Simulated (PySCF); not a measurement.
Species: C3H7NOSi3.
InChI=1S/C3H7NOSi3/c4-1-8(2-5)6-3-7-8/h2H,3,6-7H2

Level of theory: TDDFT PBE0/def2-SVPD, vertical, gas phase, core orbitals frozen in the response (PySCF). One conformer (not necessarily the lowest) at the GFN2-xTB geometry, without solvent, vibrations or thermal averaging. Torsions of this conformer, `[N:1]#[C:2][Si:3]1([CH:4]=[O:5])[SiH2:6][CH2:7][SiH2:8]1`: C2–Si3–C4–O5 180°.

Lowest singlets, with some entries withheld (?).

```tsv
state	E (eV)	f	main configurations (H = HOMO, L = LUMO)
S1	3.06	0.0008	?
S2	4.52	0.015	H→L+1 (87%), H-1→L (10%)
S3	4.99	0.187	H-1→L (86%), H→L+1 (10%)
S4	5.06	?	?
S5	5.28	?	H→L+2 (97%)
S6	5.38	0.0008	H-3→L (59%), H→L+3 (32%)
S7	?	?	?
S8	?	0.010	H-2→L (99%)
```

Problem. Fill in the withheld entries.

Solution. 
- S1: H→L (94%)
- S4: f = 0.0022; H-1→L+1 (98%)
- S5: f = 0.0021
- S7: E = 5.71 eV; f = 0.0011; H→L+3 (63%), H-3→L (34%)
- S8: E = 5.78 eV

Problem. What is the mean static polarisability from the same response equations?

Solution. 126.1 au (18.68 Å³), with principal values 117.7, 119.0 and 141.5 au.

Problem. How far apart are S2 and S7, in eV and cm⁻¹?

Solution. 5.711 − 4.521 = 1.190 eV, or about 9600 cm⁻¹.

Problem. Where do the lowest triplets lie (Tamm–Dancoff)?

Solution. T1 2.40 eV, H→L (91%); T2 4.08 eV, H-1→L (92%); T3 4.12 eV, H→L+1 (93%). E(S1) − E(T1) = +0.66 eV.
